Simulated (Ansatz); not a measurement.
Basis-set extrapolation for C5HF6O2− (`O=C([CH-]C(=O)C(F)(F)F)C(F)(F)F`) (PBE0-D4/def2-TZVPD geometry, frozen core, Ansatz 0.2.0). Multiplicity 1, RHF reference.

|  | def2-TZVPPD | def2-QZVPPD |
| --- | --- | --- |
| HF | -936.737997 | -936.774825 |
| MP2 correlation | -2.745772 | -2.965727 |
| CCSD(T) correlation | -2.854601 | not run |

Energies in hartree. Use E(X) = E(∞) + A·exp(−7.88·√X) for Hartree–Fock and E(X) = E(∞) + B·X^(−2.97) for correlation, with X = 3 and 4, and add CCSD(T) minus MP2 of the smaller set to the MP2 limit.

**Question.** What is the CCSD(T) energy at the basis-set limit?

**Answer.** HF limit: -936.774825 + (-0.036828) × 0.13774 = -936.77990. MP2 limit: -2.965727 + (-0.219955) × 0.74074 = -3.12866. Higher-order term: -2.854601 − (-2.745772) = -0.10883. Total: -940.01739 hartree, 1115.3 kJ/mol below CCSD(T)/def2-TZVPPD.
